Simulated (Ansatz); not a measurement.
The inner images of a band of AlH3O + H4OSi (11 atoms, charge 0, multiplicity 1) are given out of order.

Method: RKS B3LYP-D4/def2-SVP in Ansatz 0.2.0.

Image 0:

```xyz
11
Properties=species:S:1:pos:R:3
Si -0.132 -0.002 0.040
O -0.115 0.090 1.708
H -0.966 0.140 2.160
H 1.199 0.378 -0.473
H -1.216 0.856 -0.521
H -0.456 -1.404 -0.428
O 1.643 -2.164 1.282
Al 0.362 -3.122 0.644
H 0.713 -3.945 -0.655
H -0.975 -3.326 1.477
H 1.487 -1.551 2.009
```

Image 6:

```xyz
11
Properties=species:S:1:pos:R:3
Si 0.172 -0.378 -0.480
O 0.291 0.194 2.585
H -0.664 0.288 2.707
H 1.408 0.422 -0.284
H -1.041 0.434 -0.194
H 0.107 -0.824 -1.906
O 0.189 -1.735 0.502
Al 0.229 -3.442 0.657
H 0.488 -4.321 -0.629
H -0.003 -4.005 2.111
H 0.369 -0.683 2.176
```

Question: Put them in order from the first end to the last, with their energies above the first end.
A.
```xyz
11
Properties=species:S:1:pos:R:3
Si -0.244 0.374 -0.022
O 0.000 0.042 1.614
H -0.781 0.004 2.181
H 1.097 0.632 -0.594
H -1.121 1.572 -0.172
H -0.897 -0.775 -0.717
O 1.491 -2.254 1.140
Al 0.554 -3.646 0.842
H 1.271 -4.826 0.078
H -0.957 -3.711 1.327
H 1.131 -1.461 1.571
```
B.
```xyz
11
Properties=species:S:1:pos:R:3
Si 0.179 -0.431 -0.371
O 0.274 0.264 2.519
H -0.627 0.614 2.496
H 1.524 0.189 -0.276
H -0.894 0.553 -0.066
H -0.041 -0.906 -1.770
O 0.068 -1.774 0.633
Al 0.249 -3.483 0.613
H 0.525 -4.181 -0.776
H 0.131 -4.232 1.994
H 0.156 -0.663 2.250
```
C.
```xyz
11
Properties=species:S:1:pos:R:3
Si -0.136 0.379 -0.037
O -0.298 0.077 1.622
H -0.609 0.815 2.158
H 1.291 0.440 -0.442
H -0.769 1.710 -0.293
H -0.866 -0.648 -0.822
O 0.898 -2.199 1.007
Al 0.572 -3.863 0.854
H 1.071 -4.536 -0.484
H -0.189 -4.647 2.001
H 0.578 -1.578 1.681
```
D.
```xyz
11
Properties=species:S:1:pos:R:3
Si 0.173 -0.371 -0.162
O 0.258 0.224 2.159
H -0.603 0.647 2.280
H 1.579 0.102 -0.246
H -0.762 0.801 -0.068
H -0.231 -0.962 -1.466
O 0.048 -1.792 0.809
Al 0.267 -3.495 0.654
H 0.475 -4.081 -0.793
H 0.251 -4.374 1.971
H 0.089 -0.749 2.107
```
E.
```xyz
11
Properties=species:S:1:pos:R:3
Si 0.146 -0.179 0.008
O 0.144 0.178 1.881
H -0.605 0.699 2.198
H 1.568 0.155 -0.261
H -0.751 1.022 -0.187
H -0.331 -0.971 -1.188
O 0.174 -1.841 0.992
Al 0.324 -3.541 0.714
H 0.441 -4.051 -0.770
H 0.322 -4.455 2.000
H 0.115 -1.066 1.857
```

Answer: A (0.00 eV), C (+0.04 eV), E (+1.07 eV), D (+0.25 eV), B (-0.12 eV).

The run took 3.9 min on 2 threads of Arm Neoverse V2, with other jobs on the host, peak memory 0.21 GiB.
